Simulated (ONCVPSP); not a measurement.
# Building the ONCV potential for Cd (PBE, scalar-relativistic).

The input file (ONCVPSP 4.0.1):

```
# ATOM AND REFERENCE CONFIGURATION
# atsym  z   nc   nv     iexc    psfile
  Cd 48.00    6    4        4      upf
#
#   n    l    f
    1    0    2.00
    2    0    2.00
    2    1    6.00
    3    0    2.00
    3    1    6.00
    3    2   10.00
    4    0    2.00
    4    1    6.00
    4    2   10.00
    5    0    1.50
#
# PSEUDOPOTENTIAL AND OPTIMIZATION
# lmax
    2
#
#   l,   rc,      ep,       ncon, nbas, qcut
    0    1.40    0.00    4    8    9.90
    1    1.25    0.00    4    8   12.00
    2    1.25    0.00    3    7    9.00
#
# LOCAL POTENTIAL
# lloc, lpopt,  rc(5),   dvloc0
    4    5    1.20   -1.00
#
# VANDERBILT-KLEINMAN-BYLANDER PROJECTORs
# l, nproj, debl
    0    2    1.00
    1    3    2.80
    2    2    1.30
#
# MODEL CORE CHARGE
# icmod, fcfact, rcfact
    0    0.00    0.00
#
# LOG DERIVATIVE ANALYSIS
# epsh1, epsh2, depsh
   -6.00    5.00    0.04
#
# OUTPUT GRID
# rlmax, drl
    6.00    0.01
#
# TEST CONFIGURATIONS
# ncnf
    4
# nvcnf
#   n    l    f
    4
    4    0    2.00
    4    1    6.00
    4    2   10.00
    5    0    2.00
#
    4
    4    0    2.00
    4    1    6.00
    4    2   10.00
    5    0    1.00
#
    4
    4    0    2.00
    4    1    6.00
    4    2   10.00
    5    0    0.00
#
    4
    4    0    2.00
    4    1    6.00
    4    2    9.00
    5    0    0.00
#
```

Command:

```bash
oncvpsp.x < Cd.dat > Cd.out
```

The program printed (shortened: citation, most of the input echo, consistency checks and plot data are left out):

```
ONCVPSP  (Optimized Norm-Conservinng Vanderbilt PSeudopotential)
scalar-relativistic version 4.0.1

#   n    l    f        energy (Ha)
    1    0    2.00    -9.7495998E+02
    2    0    2.00    -1.4487507E+02
    2    1    6.00    -1.3000837E+02
    3    0    2.00    -2.7127652E+01
    3    1    6.00    -2.2251043E+01
    3    2   10.00    -1.4620539E+01
    4    0    2.00    -4.0482906E+00
    4    1    6.00    -2.6171906E+00
    4    2   10.00    -5.8627949E-01
    5    0    1.50    -3.3928032E-01

Reference configufation results
  iterations    23
  all-electron total energy (Ha)   -5.59451743D+03

Begin loop to  construct optimized pseudo wave functions
and semi-local pseudopoentials for all angular momenta

Calculating optimized projector #   1

 for l=   0

    Fraction of norm inside rc  0.943356
    Optimizing pswf for qcut=   9.90 a_B^-1,  ecut=  49.04 Ha
    Residual kinetic energy error=  3.48D-07 Ha

    Energy error per electron        Cutoff
         Ha          eV             Ha
         0.01000     0.27211       26.31
         0.00100     0.02721       33.39
         0.00010     0.00272       38.92
         0.00001     0.00027       43.23

Calculating optimized projector #   2

 for l=   0

    Fraction of norm inside rc  0.051929
    Optimizing pswf for qcut=   9.90 a_B^-1,  ecut=  49.04 Ha
    Residual kinetic energy error=  3.78D-07 Ha

    Energy error per electron        Cutoff
         Ha          eV             Ha
         0.01000     0.27211       20.90
         0.00100     0.02721       30.11
         0.00010     0.00272       37.26
         0.00001     0.00027       42.62

   Wellstate for l =  1  n =  5
     eigenvalue =   0.1828
     asymptotic potential =   0.6828
     half-point radius =  2.8081

   Wellstate for l =  1  n =  6
     eigenvalue =   2.9828
     asymptotic potential =   3.4828
     half-point radius =  2.4810

Calculating optimized projector #   1

 for l=   1

    Fraction of norm inside rc  0.819951
    Optimizing pswf for qcut=  12.00 a_B^-1,  ecut=  71.94 Ha
    Residual kinetic energy error=  1.63D-07 Ha

    Energy error per electron        Cutoff
         Ha          eV             Ha
         0.01000     0.27211       34.04
         0.00100     0.02721       46.21
         0.00010     0.00272       55.17
         0.00001     0.00027       61.84

Calculating optimized projector #   2

 for l=   1

    Fraction of norm inside rc  0.057834
    Optimizing pswf for qcut=  12.00 a_B^-1,  ecut=  71.94 Ha
    Residual kinetic energy error=  1.04D-07 Ha

    Energy error per electron        Cutoff
         Ha          eV             Ha
         0.01000     0.27211       14.82
         0.00100     0.02721       40.47
         0.00010     0.00272       51.62
         0.00001     0.00027       60.12

Calculating optimized projector #   3

 for l=   1

    Fraction of norm inside rc  0.057914
    Optimizing pswf for qcut=  12.00 a_B^-1,  ecut=  71.94 Ha
    Residual kinetic energy error=  4.56D-07 Ha

    Energy error per electron        Cutoff
         Ha          eV             Ha
         0.01000     0.27211       28.14
         0.00100     0.02721       45.19
         0.00010     0.00272       55.69
         0.00001     0.00027       63.44

   Wellstate for l =  2  n =  5
     eigenvalue =   0.7137
     asymptotic potential =   1.2137
     half-point radius =  3.3410

Calculating optimized projector #   1

 for l=   2

    Fraction of norm inside rc  0.562302
    Optimizing pswf for qcut=   9.00 a_B^-1,  ecut=  40.47 Ha
    Residual kinetic energy error=  7.26D-05 Ha

    Energy error per electron        Cutoff
         Ha          eV             Ha
         0.01000     0.27211       27.26
         0.00100     0.02721       33.85
         0.00010     0.00272       39.65
         0.00001     0.00027      111.02

Calculating optimized projector #   2

 for l=   2

    Fraction of norm inside rc  0.097141
    Optimizing pswf for qcut=   9.00 a_B^-1,  ecut=  40.47 Ha
    Residual kinetic energy error=  3.31D-05 Ha

    Energy error per electron        Cutoff
         Ha          eV             Ha
         0.01000     0.27211       23.95
         0.00100     0.02721       31.74
         0.00010     0.00272       37.79
         0.00001     0.00027       50.52

Construct Vanderbilt / Kleinmman-Bylander projectors

B matrix Hermiticity error, ll=   0
   1   2    5.2636E-04

  Orthonormal projector coefficients  1.5146E+01  1.9693E+00

B matrix Hermiticity error, ll=   1
   1   2    4.3774E-04
   1   3   -9.0185E-04
   2   3    1.7471E-04

  Orthonormal projector coefficients  1.3004E+01  2.1435E+00  1.8349E-01

B matrix Hermiticity error, ll=   2
   1   2    1.7024E-04

  Orthonormal projector coefficients  2.6115E+00  5.8425E-01

Pseudoatom total energy -167.279539

Diagnostic tests using Vanderbilt-Kleinman-Bylander pseudopotentials
  1 or more projectors used as specified by nproj input data

   l    rcore       rmatch      e in        delta e   norm test  slope test

   0   1.4000473   1.4425558  -4.0482906   0.0000062   1.0002381   1.0002259
   0   1.4000473   1.4425558  -0.3392803   0.0000080   1.0000568   1.0000449

   1   1.2571267   1.2952958  -2.6171906  -0.0000092   1.0002098   1.0002348
   1   1.2571267   1.2952958   0.1828094   0.0000404   1.0004769   1.0004769
   1   1.2571267   1.2952958   2.9828094   0.0001802   1.0005376   1.0005376

   2   1.2571267   1.2952958  -0.5862795  -0.0000184   1.0001264   1.0001139
   2   1.2571267   1.2952958   0.7137205   0.0000208   1.0002983   1.0002983

 Testing for bound ghosts
   n   l    E NL Schr. Eq   E Basis Diag.   E Cutoff

   1   0       -4.048284       -4.048284    134.89
   2   0       -0.339272       -0.248475    134.89

   2   1       -2.617200       -2.617151    250.51

   3   2       -0.586298       -0.579512    163.12

 Testing for highly-localized positive-energy ghosts
       l    <radius>/rc     E Basis Diag.   E Cutoff

       0        0.951031       12.658460    134.89  WARNING - GHOST(+)

Test configuration 0

   n   l     f        eae           eps        diff
   1   0  2.0000 -974.95998075
   2   0  2.0000 -144.87506782
   2   1  6.0000 -130.00836775
   3   0  2.0000  -27.12765159
   3   1  6.0000  -22.25104312
   3   2 10.0000  -14.62053875
   4   0  2.0000   -4.04829057   -4.04828432    6.25D-06
   4   1  6.0000   -2.61719060   -2.61719980   -9.20D-06
   4   2 10.0000   -0.58627949   -0.58629786   -1.84D-05
   5   0  1.5000   -0.33928032   -0.33927233    7.98D-06

    Total energies and differences
      AE_ref= -5.59451743D+03  AE_tst= -5.59451743D+03  dif=  0.00D+00
      PS_ref= -1.67279539D+02  PS_tst= -1.67279539D+02  dif= -1.99D-13
      PSP excitation error=  1.99D-13

Test configuration 1

   n   l     f        eae           eps        diff
   1   0  2.0000 -974.80415051
   2   0  2.0000 -144.72073712
   2   1  6.0000 -129.85395751
   3   0  2.0000  -26.97288408
   3   1  6.0000  -22.09627933
   3   2 10.0000  -14.46589821
   4   0  2.0000   -3.89241777   -3.89233070    8.71D-05
   4   1  6.0000   -2.46100938   -2.46097607    3.33D-05
   4   2 10.0000   -0.43118281   -0.43120034   -1.75D-05
   5   0  2.0000   -0.20799133   -0.20798383    7.50D-06

    Total energies and differences
      AE_ref= -5.59451743D+03  AE_tst= -5.59465379D+03  dif= -1.36D-01
      PS_ref= -1.67279539D+02  PS_tst= -1.67415923D+02  dif= -1.36D-01
      PSP excitation error=  2.21D-05

Test configuration 2

   n   l     f        eae           eps        diff
   1   0  2.0000 -975.12921192
   2   0  2.0000 -145.04234602
   2   1  6.0000 -130.17575104
   3   0  2.0000  -27.29540877
   3   1  6.0000  -22.41879549
   3   2 10.0000  -14.78814194
   4   0  2.0000   -4.21716031   -4.21726885   -1.09D-04
   4   1  6.0000   -2.78634523   -2.78641436   -6.91D-05
   4   2 10.0000   -0.75373988   -0.75376218   -2.23D-05
   5   0  1.0000   -0.47988107   -0.47987633    4.74D-06

    Total energies and differences
      AE_ref= -5.59451743D+03  AE_tst= -5.59431303D+03  dif=  2.04D-01
      PS_ref= -1.67279539D+02  PS_tst= -1.67075104D+02  dif=  2.04D-01
      PSP excitation error= -3.33D-05

Test configuration 3

   n   l     f        eae           eps        diff
   1   0  2.0000 -975.50170953
   2   0  2.0000 -145.40966469
   2   1  6.0000 -130.54335276
   3   0  2.0000  -27.66369488
   3   1  6.0000  -22.78706887
   3   2 10.0000  -15.15605816
   4   0  2.0000   -4.58725149   -4.58769908   -4.48D-04
   4   1  6.0000   -3.15675576   -3.15700255   -2.47D-04
   4   2 10.0000   -1.11878103   -1.11882729   -4.63D-05

    Total energies and differences
      AE_ref= -5.59451743D+03  AE_tst= -5.59368366D+03  dif=  8.34D-01
      PS_ref= -1.67279539D+02  PS_tst= -1.66445621D+02  dif=  8.34D-01
      PSP excitation error= -1.48D-04

Test configuration 4

   n   l     f        eae           eps        diff
   1   0  2.0000 -976.13628752
   2   0  2.0000 -146.04998470
   2   1  6.0000 -131.18339151
   3   0  2.0000  -28.29800250
   3   1  6.0000  -23.42139061
   3   2 10.0000  -15.79142292
   4   0  2.0000   -5.19779048   -5.19827406   -4.84D-04
   4   1  6.0000   -3.75834972   -3.75849017   -1.40D-04
   4   2  9.0000   -1.68395636   -1.68391336    4.30D-05

    Total energies and differences
      AE_ref= -5.59451743D+03  AE_tst= -5.59228686D+03  dif=  2.23D+00
      PS_ref= -1.67279539D+02  PS_tst= -1.65048616D+02  dif=  2.23D+00
      PSP excitation error= -3.51D-04
```

The run took about 5.9 s on one core of a shared server CPU.
